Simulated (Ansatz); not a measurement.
Computed with Ansatz on PBE0-D4/def2-TZVP structures; ΔE is electronic, products minus reactants. CCSD(T)/CBS adds triple-zeta CCSD(T) − MP2 to the extrapolated MP2 energy (def2 sets, frozen cores). This one scheme is used for every species, atoms too. DFT in def2-TZVPP. Open shells (•) are unrestricted, without spin–orbit coupling. Spin–orbit coupling would lower the free atoms: a little for Si.

Reaction (atomization): `[SiH]12[SiH]3[SiH]4[SiH]1[SiH]1[SiH]2[SiH]3[SiH]41` → 8 H• + 8 Si•

`[SiH]12[SiH]3[SiH]4[SiH]1[SiH]1[SiH]2[SiH]3[SiH]41`:

Z-matrix (Å, degrees):
```
Si
Si 1 2.374
Si 1 2.374 2 90.0
Si 1 2.374 2 90.0 3 90.0
H 1 1.491 2 125.3 3 -135.0
Si 2 2.374 1 90.0 3 -0.0
Si 2 2.374 1 90.0 3 -90.0
H 2 1.491 1 125.3 3 135.0
Si 3 2.374 1 90.0 2 90.0
H 3 1.491 1 125.3 2 -135.0
H 4 1.491 1 125.3 2 135.0
Si 6 2.374 2 90.0 1 -90.0
H 6 1.491 2 125.3 1 135.0
H 7 1.491 2 125.3 1 -135.0
H 9 1.491 3 125.3 1 135.0
H 12 1.491 6 125.3 2 -135.0
```

```csv
species,ωB97M-V energy (Eh)
`[SiH]12[SiH]3[SiH]4[SiH]1[SiH]1[SiH]2[SiH]3[SiH]41`,-2320.64052
H•,-0.49411
Si•,-289.35250
```

**Question.** Work out ΔE.

**Answer.** ΔE = 8 × (-0.49411) + 8 × (-289.35250) − (-2320.64052) = 1.86764 Eh = +50.82 eV. CCSD(T)/CBS gives +51.20 eV.

Largest T1 diagnostic among the species: 0.018.

In def2-TZVPP, CCSD(T) changes the Hartree–Fock value by +13.06 eV (the triples alone add +1.17 eV) and MP2 by +13.32 eV; breaking electron pairs costs correlation energy, which Hartree–Fock lacks. Leaving LDA and LC-ωPBE aside and taking each functional with its dispersion term where it has one, the values, not all of them listed here, spread over 2.99 eV, from B2PLYP to B97M-V. LDA lies +7.08 eV from PBE without D4, its usual overbinding. From r2SCAN to r2SCAN0 (25 % exact exchange), in def2-TZVPP and without D4, ΔE moves by −0.48 eV: exact exchange takes away binding that semilocal exchange gives to molecules.

For atomizations the MP2-based limit and the directly extrapolated one differ by several kJ/mol either way, and by 10 to 25 for some Ge, Se and Sn compounds, so smaller differences from it don't rank the levels.
